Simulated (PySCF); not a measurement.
Run record: geometry optimisation, `c1ccc(C(O)=O)cc1C` (m-toluic acid).

Computed with PBE0-D3(BJ)/def2-SVP geometry optimisation, gas phase (PySCF 2.14.0). Start geometry: GFN2-xTB. The input is one job of a driver script: a line of settings, then coordinates in Å.

Input:
```
{"job": {"xc": "PBE0", "basis": "def2-SVP", "d3": "d3bj", "grid": 2, "kind": "geom"}, "charge": 0, "multiplicity": 1}
C      2.486705    -0.908575    -0.325147
C      1.239407    -0.115676    -0.079139
C      1.325693     1.232337     0.258194
C      0.186931     1.983255     0.492873
C     -1.060942     1.398286     0.392713
C     -1.163381     0.050596     0.056559
C     -2.508565    -0.552243    -0.044961
O     -3.544507     0.037797     0.140938
O     -2.489654    -1.856334    -0.372747
C     -0.013315    -0.699582    -0.177001
H      3.087846    -0.437615    -1.101696
H      2.250456    -1.923456    -0.633553
H      3.089141    -0.952458     0.581658
H      2.300258     1.693243     0.336141
H      0.275469     3.027183     0.753963
H     -1.963539     1.962714     0.569257
H     -3.398646    -2.190038    -0.423698
H     -0.108116    -1.743117    -0.436010
```

Output:
```
step   0  E = -459.30425362  max force = 0.013537
step   1  E = -459.30518251  max force = 0.002995
step   2  E = -459.30562024  max force = 0.004761
step   3  E = -459.30574162  max force = 0.001982
step   4  E = -459.30581798  max force = 0.003998
step   5  E = -459.30588059  max force = 0.000885
step   6  E = -459.30588471  max force = 0.001834
step   7  E = -459.30590939  max force = 0.000168
step   8  E = -459.30591277  max force = 0.000188
optimisation converged
```

Energies in Eh; «max force» is the largest Cartesian gradient component in Eh/bohr.

How much energy does the optimisation release, in kcal/mol?

E(step 0) − E(last step) = 0.001659 Eh, which is 1.0 kcal/mol.

Give the first gradient maximum in eV/Å.

With 1 Eh/bohr = 51.422 eV/Å, 0.696 eV/Å.

Main results: final energy -459.30591 Eh after 8 steps; dipole 2.32 D.

Estimate the wall time. Hardware: an Arm Neoverse V1 with one thread, no GPU, shared host with 32 logical CPUs at a one-minute load of 16. And the peak memory of the process?

About 2.5 min, with 0.82 GiB resident at the peak, the Python interpreter and its libraries included.
Labels such as C1 count atoms from 1, the log's own numbers from 0.
